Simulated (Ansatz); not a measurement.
This geometry of C$_{3}$H$_{10}$S$_{2}$Si (16 atoms, charge 0, multiplicity 1) is a first-order saddle point.

Computed with RKS PBE-D4/STO-3G in Ansatz.

```xyz
16
Properties=species:S:1:pos:R:3
C 0.019 -2.429 0.111
Si 1.214 -1.022 -0.240
C 0.889 0.414 0.957
S -0.836 1.054 1.006
C -0.833 1.918 -0.615
S -2.451 2.738 -0.944
H 0.128 -3.243 -0.625
H -1.024 -2.072 0.069
H 0.186 -2.857 1.113
H 1.051 -0.569 -1.614
H 2.590 -1.474 -0.074
H 1.591 1.249 0.755
H 1.105 0.072 1.987
H -0.021 2.681 -0.639
H -0.610 1.201 -1.437
H -3.020 2.317 0.231
```

(1) Which two structures does it join? (They come from a converged band through this point; their orientation in space is the band's.)

(2) How far does it lie above each of them?

## Answers

(1) No bond is made or broken. The dihedral S4–C5–S6–H16 goes from -67 to 65°.

Image 0:

```xyz
16
Properties=species:S:1:pos:R:3
C -0.063 -2.373 0.158
Si 1.150 -1.008 -0.284
C 1.004 0.412 0.965
S -0.683 1.108 1.205
C -0.792 2.031 -0.393
S -2.437 2.771 -0.685
H -0.092 -3.156 -0.617
H -1.082 -1.965 0.267
H 0.206 -2.855 1.113
H 0.865 -0.521 -1.627
H 2.515 -1.521 -0.273
H 1.713 1.225 0.708
H 1.314 0.039 1.960
H -0.066 2.873 -0.400
H -0.509 1.358 -1.233
H -3.066 1.559 -0.819
```

Image 6:

```xyz
16
Properties=species:S:1:pos:R:3
C 0.146 -2.512 0.136
Si 1.232 -1.024 -0.232
C 0.810 0.392 0.957
S -0.963 0.883 1.026
C -1.040 1.733 -0.613
S -2.609 2.631 -0.881
H 0.283 -3.309 -0.613
H -0.919 -2.223 0.133
H 0.373 -2.939 1.127
H 1.023 -0.590 -1.607
H 2.639 -1.375 -0.081
H 1.435 1.280 0.732
H 1.073 0.083 1.987
H -0.168 2.420 -0.711
H -0.960 0.999 -1.444
H -2.379 3.530 0.129
```

(2) 10.4 kJ/mol above the first and 11.0 kJ/mol above the second. This is the barrier of this one path; another mechanism may lie lower. Limits of this set-up: minimal basis.

Time of the run: 3.3 min on 1 thread of Intel(R) Xeon(R) Platinum 8559C (Emerald Rapids), on a shared host, peak memory 0.15 GiB.
